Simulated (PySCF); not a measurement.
F₂H₅NSi₂, SMILES N([SiH](F)F)[SiH3]. Atoms are numbered in the order given.

```xyz
10

Si     2.0747    -0.0835     0.8805
N      0.6465    -0.5316    -0.0371
Si    -0.8390     0.3042    -0.1756
F     -1.1591     0.6806    -1.7183
F     -2.0792    -0.6428     0.2588
H      2.4131    -1.1196     1.8941
H      1.7601     1.1994     1.5591
H      3.2562     0.0941    -0.0072
H      0.7132    -1.4058    -0.5627
H     -0.8242     1.5232     0.6430
```

Coordinates come from a TPSSh-D3(BJ)/def2-SVP optimisation. The structure was generated by enumeration, and PubChem lists no compound with its InChIKey, so it may never have been made. Other conformers were not sampled.

Computed with PBE/def2-TZVP in PySCF.

```yaml
total_energy: -836.18673 hartree
highest_occupied_level: -6.92 eV
lowest_empty_level: -0.88 eV
orbital_gap: 6.03 eV
dipole_moment: 1.95 D
quadrupole, principal values (traceless, Buckingham form, about the centre of nuclear charge): -4.06, -3.59, 7.65 D·Å
mean_static_polarisability: 57.4 bohr³ (8.50 Å³)
polarisability_principal_values: 51.6, 53.0, 67.6 bohr³
```
